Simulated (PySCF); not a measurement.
**Basis-set dependence of excited states**

Species: C₄H₅BrO.
Numbering: `[CH3:1][O:2][C:3]1=[CH:4][C@H:5]1[Br:6]` (hydrogens: H7, H8, H9 on C1; H10 on C4; H11 on C5)

TDDFT with PBE0 (PySCF), vertical singlets, core orbitals frozen in the response, spherical d and f functions. The structure is a single PBE0-D3(BJ)/def2-SVP conformer in the gas phase; no vibrational or solvent corrections. Relativistic effects, spin–orbit coupling among them, are left out although an element past zinc is present.

```
      basis  functions  diffuse  S1 (eV)  S2 (eV)  S3 (eV)  S4 (eV)  S5 (eV)  LUMO (eV)  α (au)
     6-31G*        112       no     6.07     6.26     6.45     6.79     6.93       0.35    59.4
   def2-SVP        127       no     6.08     6.29     6.49     6.68     6.80       0.29    60.1
  def2-SVPD        184      yes     5.86     6.02     6.18     6.47     6.57      -0.15    74.7
aug-cc-pVDZ        196      yes     5.81     5.85     6.06     6.21     6.34      -0.27    75.3
  def2-TZVP        233       no     5.95     6.13     6.27     6.51     6.64       0.03    70.3
 def2-TZVPD        290      yes     5.82     5.91     6.10     6.33     6.39      -0.18    76.1
```

Compare the sets with the largest diffuse one.

States are compared by their number. Against the largest diffuse basis here (def2-TZVPD, itself not a converged limit), sets without diffuse functions differ by up to 0.26 eV in S1 and 0.54 eV in S5; the smaller diffuse sets differ by up to 0.04 and 0.17 eV. State by state, the largest deviation of a set without diffuse functions is S1 0.26, S2 0.38, S3 0.39, S4 0.45, S5 0.54 eV. The same number needn't mean the same state in each row. Against def2-TZVPD the polarisability deviates by -22% in 6-31G*, -21% in def2-SVP, -2% in def2-SVPD, -1% in aug-cc-pVDZ, -8% in def2-TZVP.
